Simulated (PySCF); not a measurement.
ClSn (SMILES [Cl][Sn]), doublet, geometry from GFN2-xTB (such geometries of metal compounds can be far from the true shape) (core potentials on Sn). Base run: PBE0/def2-TZVP (PySCF).

Input for PySCF:
```python
from pyscf import gto, scf, dft

mol = gto.Mole()
mol.atom = '''
    Sn   -0.00000000   -0.00000000   -0.60000371
    Cl    0.00000000    0.00000000    1.76471678
'''
mol.basis = 'def2-tzvp'
mol.ecp = {'Sn': 'def2-tzvp'}
mol.spin = 1
mol.verbose = 4
mol.build()

mf = dft.UKS(mol)
mf.xc = 'pbe0'
mf.kernel()
```

Each row names what was changed in the base input (with any setting that the change needs).

| change | ΔE vs base (µEh) | grid points | electrons on the grid | outcome |
|---|---|---|---|---|
| base | 0.0 | 40840 | 39.00000 | converged |
| grids.prune = dft.gen_grid.treutler_prune | 0.0 | 40496 | 39.00000 | converged |
| grids.level = 4 | -0.2 | 60824 | 39.00000 | converged |
| grids.prune = dft.gen_grid.sg1_prune | - | - | - | input refused |
| grids.level = 5 | 0.3 | 90056 | 39.00000 | converged |
| grids.atom_grid = (150, 974) | 0.1 | 145080 | 39.00000 | converged |
| grids.becke_scheme = stratmann | 1.5 | 40840 | 39.00000 | converged |
| grids.atom_grid = (75, 302) | 3.7 | 26944 | 39.00000 | converged |
| small_rho_cutoff = 0 | 0.0 | 40840 | 39.00000 | converged |
| grids.radi_method = gauss_chebyshev | -0.2 | 39248 | 39.00000 | converged |
| grids.radi_method = mura_knowles | -0.2 | 36656 | 39.00000 | converged |

Open shells are given as the SCF converged; they aren't shown to be the lowest states, and a large step between rows can be another state.

- grids.prune = dft.gen_grid.sg1_prune: ended with `IndexError: index 50 is out of bounds for axis 0 with size 19`
